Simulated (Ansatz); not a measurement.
ClHMg (SMILES [MgH][Cl]) moved off its minimum; all values from Ansatz (a program for electronic structure), cores frozen in correlated methods.
(charge 0, multiplicity 1)
```xyz
3

Mg     0.0195     0.0620    -1.1358
H     -0.1046    -0.0103    -2.8895
Cl     0.0945     0.1929     0.9504
```

Q: Give the forces (eV/Å), the total energy and the dipole at CCSD(T)/def2-TZVPPD.

A: 
```
atom      Fx      Fy      Fz
----  ------  ------  ------
Mg1   -0.134  -0.108  -2.239
H2     0.058   0.012   0.569
Cl3    0.075   0.095   1.670
```
Energy -660.0311 hartree, dipole 1.02 D.
